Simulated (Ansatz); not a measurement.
`FC(Cl)O[SiH3]` + H₂O → `OC(F)Cl` + silanol at 400 K and 1 bar (formal hydrolysis of a C–O bond).

Program: Ansatz. Geometries: PBE0-D4/def2-TZVP. ΔE: electronic, gas phase. CCSD(T)/CBS adds triple-zeta CCSD(T) − MP2 to the extrapolated MP2 energy (def2 sets, frozen cores). This one scheme is used for every species. One conformer a species, not always the lowest.

| species | CCSD(T)/CBS energy (Eh) | H − E (kJ/mol) | S (J/(mol·K)) |
| --- | --- | --- | --- |
| `FC(Cl)O[SiH3]` | -964.30343 | 164.4 | 377.9 |
| H₂O | -76.37941 | 69.8 | 198.6 |
| `OC(F)Cl` | -673.99326 | 114.6 | 306.3 |
| `O[SiH3]` | -366.69042 | 120.0 | 276.4 |

H − E and S are ideal-gas, rigid-rotor, harmonic terms from PBE0-D4/def2-TZVP, for one conformer and one mirror image of each species. 1 Eh = 2625.50 kJ/mol, R = 8.31446 J/(mol·K).

Task: By hand: ΔE, ΔH, ΔS and ΔG.

Result: ΔE = (-673.99326) + (-366.69042) − (-964.30343) − (-76.37941) = -0.00084 Eh = -2.2 kJ/mol. Δ(H − E) = 114.6 + 120.0 − 164.4 − 69.8 = 0.4, so ΔH = -1.8 kJ/mol. ΔS = 306.3 + 276.4 − 377.9 − 198.6 = 6.2 J/(mol·K). ΔG = -1.8 − 400 × (6.2)/1000 = -4.3 kJ/mol.

Task: By hand: the equilibrium constant, and the temperature at which ΔG would vanish if ΔH and ΔS stayed fixed.

Result: log₁₀ K = −ΔG/(RT ln 10) = 0.6. ΔH and −TΔS have one sign here, so there is no such temperature. One of them is within its doubt of zero, so this could turn.

TΔS isn't small against ΔH here. The sign of ΔG lies within the doubt. A doubt of 5 kJ/mol in ΔE shifts log₁₀ K by 0.7 here. Other conformers and mirror images would add mixing entropy, several J/(mol·K) or more a flexible species. Modes under 60 cm⁻¹, often nearly free rotors, make the harmonic entropy too high. These are equilibria of isolated gas molecules and say nothing of rates. Largest T1 diagnostic: 0.012 (customary marks: 0.02 for closed shells, 0.045 for open ones).
